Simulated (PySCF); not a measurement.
Dipole moment and polarisability of `CSC([SiH2]F)[SiH2]F`

Compound: C2H8F2SSi2.
Structure used (GFN2-xTB), in Å, numbered top down from 1:
```xyz
15
C2H8F2SSi2 angstrom
C      2.373   -0.627    0.286
S      0.986    0.064    1.236
C     -0.227    0.358   -0.123
Si    -1.154   -1.248   -0.545
F     -0.080   -2.285   -1.167
Si    -1.333    1.791    0.444
F     -2.465    1.945   -0.697
H      2.722    0.112   -0.432
H      2.060   -1.535   -0.218
H      3.158   -0.848    1.002
H      0.368    0.695   -0.974
H     -1.633   -1.895    0.663
H     -2.111   -1.053   -1.618
H     -0.612    3.053    0.456
H     -2.057    1.482    1.664
```

Level: CAM-B3LYP/def2-SVPD (PySCF), static field, nuclei fixed, core orbitals frozen in the response. The polarisability tensor in these axes (au):

```
x   103.41  -5.69   5.42
y    -5.69  93.66   4.39
z     5.42   4.39  85.14
```

Q: What are the eigenvalues, a third of the trace, and Δα (Δα² = ½Σ(αi − αj)² over the three pairs)?

A: Principal values 80.91, 94.78 and 106.53 au; mean 94.07 au = 13.94 Å³ = 15.51 × 10⁻⁴⁰ C²·m²/J; Δα = 22.22 au (24 % of the mean).

Q: What is the dipole moment, and where does it point?

A: (1.10, 0.53, 0.25) D, 1.24 D in size, pointing from the negative to the positive side. Measured along this direction, the outermost atoms are H13 at the negative end and H10 at the positive end.

Q: Sum over states: ᾱ = Σ f/ω², ω in Eh. What share falls to these 8 lowest TDDFT singlets (eV, f)? 5.23, 0.0027; 5.31, 0.0095; 6.08, 0.0058; 6.29, 0.0030; 6.89, 0.0282; 7.20, 0.0228; 7.36, 0.0572; 7.42, 0.0053.

A: They add up to 2.11 au, 2.2 % of the 94.07 au; the largest single term is 0.78 au, from the state at 7.36 eV. Terms in order: 0.07, 0.25, 0.12, 0.06, 0.44, 0.32, 0.78, 0.07 au. Higher excitations give the rest. The strengths listed sum to 0.135.

Q: Orientational against electronic polarisability at 273 K (dilute gas, rigid molecules)?

A: In Gaussian units μ²/3kT = 13.63 Å³ against 13.94 Å³, a ratio of 0.98; the Debye molar polarisation (4π/3)N_A(α + μ²/3kT) is 69.5 cm³/mol, leaving out the vibrational part.

Q: Find the Langevin capture rate constant for H3+ (3.023 u) meeting this molecule (157.985 u), k = 2.342 × 10⁻⁹ cm³/s × √(α in Å³ / reduced mass in u).

A: The reduced mass is 2.97 u, so k = 5.08 × 10⁻⁹ cm³/s. The formula leaves out the permanent dipole, which adds to the capture rate.

The structure is a single GFN2-xTB conformer in the gas phase; no vibrational or solvent corrections.
